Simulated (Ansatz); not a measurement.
`N[Si](O)(O)[TeH]` and `N[SiH](F)[Si](N)(O)O` differ in one atom or group.

Ansatz, PBE0-D4/def2-TZVP geometries, multiplicity 1. Each molecule was computed in one conformer, which needn't be the lowest.

Elements past krypton have def2 core potentials.

| property | `N[Si](O)(O)[TeH]` |
| --- | --- |
| HOMO–LUMO gap (PBE/def2-TZVPP) / eV | 4.26 |
| size of the dipole moment (ωB97M-V/def2-TZVPP) / D | 1.63 |
| HOMO energy (PBE0/def2-TZVPP) / eV | -6.32 |
| LUMO energy (B3LYP/def2-TZVPP) / eV | -0.43 |
| HOMO–LUMO gap (ωB97M-V/def2-TZVPP) / eV | 10.08 |
| LUMO energy (PBE/def2-TZVPP) / eV | -1.00 |

Problem. Give the same properties after the change, and the shifts. (An estimate is asked.)

Solution. Ansatz gave: 
```csv
property,`N[SiH](F)[Si](N)(O)O`,shift
HOMO–LUMO gap (PBE/def2-TZVPP) / eV,5.31,1.05
size of the dipole moment (ωB97M-V/def2-TZVPP) / D,1.24,-0.39
HOMO energy (PBE0/def2-TZVPP) / eV,-7.19,-0.87
LUMO energy (B3LYP/def2-TZVPP) / eV,0.07,0.50
HOMO–LUMO gap (ωB97M-V/def2-TZVPP) / eV,11.30,1.22
LUMO energy (PBE/def2-TZVPP) / eV,-0.55,0.45
```

With PBE0 the HOMO falls by 0.87 eV and the LUMO rises by 0.48 eV, so the gap widens by about 1.35 eV. PBE moves the HOMO by -0.60 eV and ωB97M-V by -0.96 eV. Dipoles are sizes alone; their direction can turn.

B3LYP here is the variant with VWN-RPA as its local correlation; programs differ in this.

Spin–orbit coupling is left out; it splits and shifts lone-pair levels of the heavy atoms by tenths of an eV.
